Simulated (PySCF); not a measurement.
# Pt⁶⁸⁺ (platinum, charge +68): Hartree-Fock from Schrödinger to Dirac-Coulomb-Breit

Occupied: 1s1/2, 2s1/2, 2p1/2, 2p3/2. Hartree-Fock calculated with PySCF 2.14 in an even-tempered Gaussian basis (16 s from 17 bohr⁻², ratio 2.7; 13 p from 21 bohr⁻², ratio 2.7), Gaussian nucleus throughout. NR is non-relativistic, sf-X2C the spin-free one-electron X2C Hamiltonian, X2C adds the bare one-electron spin-orbit term, X2C-SNSO screens it by Boettger's factors, DC is four-component Dirac-Coulomb, and the Gaunt and Breit terms are added at first order (total energies over the DC spinors, levels after relaxing the spinors in that mean field). QED terms are absent. Levels marked empty are virtual spinors of this ion.

```tsv
Hamiltonian	E (hartree)	E − E(DC) (hartree)	CPU seconds
NR	-11498.5302	954.9317	0.22
sf-X2C	-12425.5563	27.9056	0.17
X2C	-12448.1857	5.2762	0.17
X2C-SNSO	-12446.9388	6.5231	0.16
DC	-12453.4619	0.0000	7.6
DC+Gaunt	-12436.5297	16.9322	13
DC+Breit	-12437.9836	15.4783	36
```

Task: Give the 3p spin-orbit interval with each Hamiltonian that has one.

Result: X2C 501.1; X2C-SNSO 486.7; DC 487.7; DC+Gaunt 482.7; DC+Breit 482.6 (eV).

```json
{"level (eV)": "1s1/2", "NR": "-77792.3", "sf-X2C": "-85121.1", "X2C": "-85098.5", "X2C-SNSO": "-85099.8", "DC": "-85204.6", "DC+Gaunt": "-84923.9", "DC+Breit": "-84942.2"}
{"level (eV)": "2s1/2", "NR": "-17746.6", "sf-X2C": "-19877.4", "X2C": "-19871.8", "X2C-SNSO": "-19872.1", "DC": "-19887.6", "DC+Gaunt": "-19856.3", "DC+Breit": "-19858.5"}
{"level (eV)": "2p1/2", "NR": "-17341.6", "sf-X2C": "-18066.7", "X2C": "-19396.1", "X2C-SNSO": "-19354.9", "DC": "-19367.1", "DC+Gaunt": "-19312.1", "DC+Breit": "-19317.4"}
{"level (eV)": "2p3/2", "NR": "-17341.6", "sf-X2C": "-18066.7", "X2C": "-17549.7", "X2C-SNSO": "-17562.2", "DC": "-17572.5", "DC+Gaunt": "-17536.8", "DC+Breit": "-17542.2"}
{"level (eV)": "3s1/2 (empty)", "NR": "-7419.1", "sf-X2C": "-8104.8", "X2C": "-8103.8", "X2C-SNSO": "-8103.9", "DC": "-8107.7", "DC+Gaunt": "-8099.1", "DC+Breit": "-8100.2"}
{"level (eV)": "3p1/2 (empty)", "NR": "-7286.8", "sf-X2C": "-7584.1", "X2C": "-7943.0", "X2C-SNSO": "-7932.1", "DC": "-7935.3", "DC+Gaunt": "-7920.9", "DC+Breit": "-7922.8"}
{"level (eV)": "3p3/2 (empty)", "NR": "-7286.8", "sf-X2C": "-7584.1", "X2C": "-7441.9", "X2C-SNSO": "-7445.4", "DC": "-7447.6", "DC+Gaunt": "-7438.2", "DC+Breit": "-7440.2"}
```

Weight of the small component: 1s1/2 0.0876, 2s1/2 0.0206, 2p1/2 0.0205, 2p3/2 0.0185, 3s1/2 0.00824, 3p1/2 0.00813, 3p3/2 0.00760.

Koopmans' value for the highest occupied level at DC+Breit: 17542.2 eV, against an ionisation energy of 17540 ± 50 eV (theoretical estimate listed by NIST; NIST Atomic Spectra Database, ionization energies); the former lacks relaxation, correlation, QED and recoil.

The whole ladder took 59 s of wall time on 1 thread of Neoverse-V2 (shared host), launched as `OMP_NUM_THREADS=1 python relrun2.py TASK.json OUT` (a driver that calls PySCF for each Hamiltonian).
